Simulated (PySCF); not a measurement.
## Simulated absorption spectrum

Species: C₄H₁₁As.
Numbering: `[CH3:1][CH2:2][C@H:3]([CH3:4])[AsH2:5]` (hydrogens: H6, H7, H8 on C1; H9, H10 on C2; H11 on C3; H12, H13, H14 on C4; H15, H16 on As5)

Geometry (PBE0-D3(BJ)/def2-SVP, Å), atoms numbered from 1 in this order:
```xyz
16
C4H11As angstrom
C      1.857   -0.584   -0.223
C      0.777    0.436    0.114
C     -0.618   -0.161    0.294
C     -1.169   -0.806   -0.973
As    -1.959    1.145    0.972
H      2.846   -0.104   -0.288
H      1.673   -1.081   -1.187
H      1.919   -1.368    0.549
H      0.734    1.208   -0.676
H      1.061    0.970    1.036
H     -0.575   -0.926    1.090
H     -0.520   -1.625   -1.323
H     -1.243   -0.072   -1.792
H     -2.172   -1.229   -0.812
H     -1.059    1.734    2.057
H     -1.581    2.250   -0.015
```

Computed with TDDFT CAM-B3LYP/def2-SVPD, vertical, gas phase, core orbitals frozen in the response in PySCF. The CAM-B3LYP/def2-SVPD calculation is non-relativistic and has no spin–orbit coupling, an omission that weighs most on arsenic.

Computed states:

| state | E (eV) | f |
| --- | --- | --- |
| S1 | 6.26 | 0.061 |
| S2 | 6.73 | 0.057 |
| S3 | 6.94 | 0.180 |
| S4 | 7.71 | 0.040 |
| S5 | 7.93 | 0.018 |
| S6 | 7.98 | 0.0018 |

Broadening: Gaussians 0.25 eV wide at half height, area fixed by f = 4.319×10⁻⁹ ∫ε dν̃. The width is an assumption, not a result. The curve ends short of the highest state used, and states not computed would add to its high-energy end.

(1) What does the envelope look like, and where are its maxima?

(2) Coming from long wavelengths, where does ε first pass 100 L mol⁻¹ cm⁻¹?

(3) On this curve, what absorbance would a 10⁻⁴ mol/L sample give at 193 nm over a 1 cm path?

Answers

(1) 
E (eV), ε (L mol⁻¹ cm⁻¹) and a bar:
```
     5.88         12 
     5.95        103 
     6.01        447 #
     6.08       1662 ##
     6.14       3621 #####
     6.21       6000 #########
     6.27       6544 ##########
     6.34       4842 #######
     6.40       2685 ####
     6.47       1156 ##
     6.53       1234 ##
     6.60       2942 ####
     6.66       5411 ########
     6.73       8737 #############
     6.79      12189 ##################
     6.86      17292 ##########################
     6.92      20244 ##############################
     6.99      17907 ###########################
     7.05      11738 #################
     7.12       4838 #######
     7.18       1606 ##
     7.25        297 
     7.31         53 
     7.38         37
```

Maxima: 198 nm (6.26 eV), ε about 6600, made up of S1 (100%); 179 nm (6.93 eV), ε about 20000, made up of S3 (95%) (ε in L mol⁻¹ cm⁻¹; maxima over ε = 5, shares over 10%). At its high-energy end, 7.38 eV, the curve is still rising (ε about 37, from S3 and S4).

(2) At about 208 nm (5.95 eV), 0.31 eV below S1.

(3) 193 nm is 6.424 eV, where ε is about 2000 L mol⁻¹ cm⁻¹, so A = ε c l ≈ 0.2 (Beer–Lambert, with the gas-phase spectrum and the assumed width).

One conformer stands for the species.
